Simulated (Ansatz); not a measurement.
Ansatz results at the PBE0-D4/def2-TZVP geometry: HOMO energy (PBE/def2-TZVPP) -5.09 eV; LUMO energy (PBE/def2-TZVPP) -1.65 eV; LUMO energy (ωB97M-V/def2-TZVPP) 1.28 eV.

Each molecule was computed in one conformer, which needn't be the lowest.

Question: Which molecule gave them?
A. `C[NH][Ti]([OH])([Cl])[O]C`
B. `C[N](C)[Ti]([NH2])([F])[N](C)C`
C. `[NH2][Ti]([Cl])([Cl])[Cl]`
D. `CC[O][Ti]([Cl])([O]C)[N](C)C`

Answer: B. The others give `CC[O][Ti]([Cl])([O]C)[N](C)C`: -5.24, -2.10, 1.04; `[NH2][Ti]([Cl])([Cl])[Cl]`: -7.11, -4.08, -0.97; `C[NH][Ti]([OH])([Cl])[O]C`: -5.66, -2.31, 0.84.
